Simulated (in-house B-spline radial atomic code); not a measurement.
How numerical settings move a run on Zn III (Zn2+), [Ar] 3d10. Computed with an all-electron radial atomic-structure program (B-spline basis): Dirac-Kohn-Sham PBE0, spherical fractional occupations, Fermi nucleus of rms radius 3.9283 fm.

Command:
```bash
python run_scf.py task.json out
```
Settings of the sound reference run:
```
Z                30
electrons        28
configuration    [Ar] 3d10
hamiltonian      dirac
method           pbe0
spin_polarised   False
nucleus          fermi
rms_radius       3.9283
mass_number      64
atomic_mass      63.92914
speed_of_light   137.036
knot_spacing     0.22
spline_order     8
gauss_points     12
box_radius       22.22
max_iterations   70
damping          0.5
damped_steps     3
diis_vectors     10
tolerance        1e-08
start            Thomas-Fermi
```

Run time, properties included: 1.1 s on 1 thread of Arm Neoverse V2, on a shared host.

It converges in 9 iterations to -1795.036452 hartree, with 3d5/2 at -33.5438 eV. The other runs change the listed settings, some to values that make no sense; their results aren't properties of the atom or ion. Radii are in bohr (the nuclear one in fm), a minus after a letter asks for a j subshell, and «unchanged» means within 1e-8 hartree. The run stops when the residual is below 10 × tolerance × max(1, Z/10), or a noise floor if that is larger, and the energy moves by less than 1e-8 × √|E| hartree; so very loose and very tight tolerances often act alike.

| changed settings | outcome |
| --- | --- |
| box_radius = 1.33 | converged in 8 iterations, energy +1.40e+01 hartree from the reference, 3d5/2 level +8.0e+01 eV (the program warns: 3d5/2 has a positive eigenvalue: unbound, held by the box; 3d3/2 has a positive eigenvalue: unbound, held by the box) |
| knot_spacing = 0.3, spline_order = 4, gauss_points = 8, max_iterations = 50, start = bare nucleus | converged in 10 iterations, energy +4.56e-03 hartree from the reference, 3d5/2 level -8.7e-04 eV |
| max_iterations = 5 | not converged after 5 iterations, last residual 3.7e-02, last energy +3.80e-02 hartree from the reference |
| max_iterations = 3 | not converged after 3 iterations, last residual 7.0e-02, last energy +1.03e-01 hartree from the reference |
| spline_order = 6, box_radius = 6.67, first_knot = 3.33e-06, max_iterations = 75, damped_steps = 0 | converged in 8 iterations, energy +7.13e-06 hartree from the reference, 3d5/2 level +5.7e-04 eV (the program warns: 3d5/2 reaches the box edge; 3d3/2 reaches the box edge) |
| box_radius = 4.44 | converged in 9 iterations, energy +2.42e-03 hartree from the reference, 3d5/2 level +1.1e-01 eV (the program warns: 3d5/2 reaches the box edge; 3d3/2 reaches the box edge) |
| diis_vectors = 2 | converged in 11 iterations, energy unchanged, 3d5/2 level +1.0e-05 eV |
| diis_vectors = 1 | not converged after 70 iterations, last residual 1.4e+00, last energy +3.50e+01 hartree from the reference |
| electrons = 29, configuration = [Ar] 3d10 4s-1, max_iterations = 100 | stopped with error: j subshells need the Dirac Hamiltonian and l > 0 |
| max_iterations = 8 | not converged after 8 iterations, last residual 9.3e-06, last energy +2.00e-09 hartree from the reference |
| box_radius = 6.67 | converged in 9 iterations, energy +5.92e-06 hartree from the reference, 3d5/2 level +5.5e-04 eV (the program warns: 3d5/2 reaches the box edge; 3d3/2 reaches the box edge) |
| max_iterations = 12 | converged in 9 iterations, energy unchanged |
| electrons = 31, configuration = [Ar] 3d10 4s3, max_iterations = 75 | stopped with error: shell 4s holds at most 2 electrons |
| gauss_points = 16, box_radius = 2.22, max_iterations = 50, damping = 0.95, diis_vectors = 0 | not converged after 50 iterations, last residual 2.6e-03, last energy +7.81e-01 hartree from the reference |

Problem. What happens with box_radius = 2.22?

Solution. Converged in 8 iterations, energy +7.81e-01 hartree from the reference, 3d5/2 level +1.1e+01 eV (the program warns: 3d5/2 reaches the box edge; 3s1/2 reaches the box edge).

Problem. What happens with diis_vectors = 0?

Solution. Converged in 18 iterations, energy unchanged, 3d5/2 level +5.6e-06 eV.

Problem. What happens with gauss_points = 5, max_iterations = 8, tolerance = 1e-10?

Solution. Not converged after 8 iterations, last residual 9.3e-06, last energy +8.00e-09 hartree from the reference.

Problem. What happens with diis_vectors = 4?

Solution. Converged in 10 iterations, energy unchanged, 3d5/2 level +2.7e-06 eV.
